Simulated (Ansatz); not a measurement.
Total energies of Ge₂Sb from Ansatz at PBE0-D4/def2-TZVP, gas phase (1 Eh = 27.2114 eV = 2625.5 kJ/mol). The reference geometry is relaxed at PBE0-D4/def2-TZVP.

| atom | x (Å) | y (Å) | z (Å) |
| --- | --- | --- | --- |
| Sb1 | 1.2921 | -0.5782 | -0.3678 |
| Ge2 | -0.1311 | 1.4706 | 0.1272 |
| Ge3 | -1.1611 | -0.8924 | 0.2406 |

| state | geometry | energy (Eh) |
| --- | --- | --- |
| charge 0 doublet | reference | -4393.76715 |
| charge 1 triplet | reference | -4393.47706 |
| charge 0 quartet | relaxed at PBE0-D4/def2-TZVP | -4393.72200 |
| free Sb atom (quartet) | – | -240.22283 |
| free Ge atom (triplet) | – | -2076.65516 |

In the def2 sets Sb takes a core potential; there is no spin–orbit coupling.

Problem. Work out the vertical ionisation energy to the triplet.

Solution. E(charge 1 triplet) − E(charge 0 doublet) = -4393.47706 − (-4393.76715) = 0.29009 Eh = 7.89 eV. For comparison, −ε of the highest occupied level of the spin that leaves is 6.07 eV at this level, 1.82 eV less.

Problem. Which of the charge 0 states is lowest, and how far above it are the others?

Solution. The doublet. quartet: -4393.72200 − (-4393.76715) = 0.04515 Eh = 118.5 kJ/mol.

Problem. What is the binding energy per atom against free atoms?

Solution. Atoms: 1 × (-240.22283) + 2 × (-2076.65516) = -4393.53315 Eh. Binding: -4393.53315 − (-4393.76715) = 0.23400 Eh = 6.37 eV, or 2.12 eV for each of 3 atoms (no zero-point energy, no counterpoise term).

The structure comes from a short search, and lower isomers may exist.
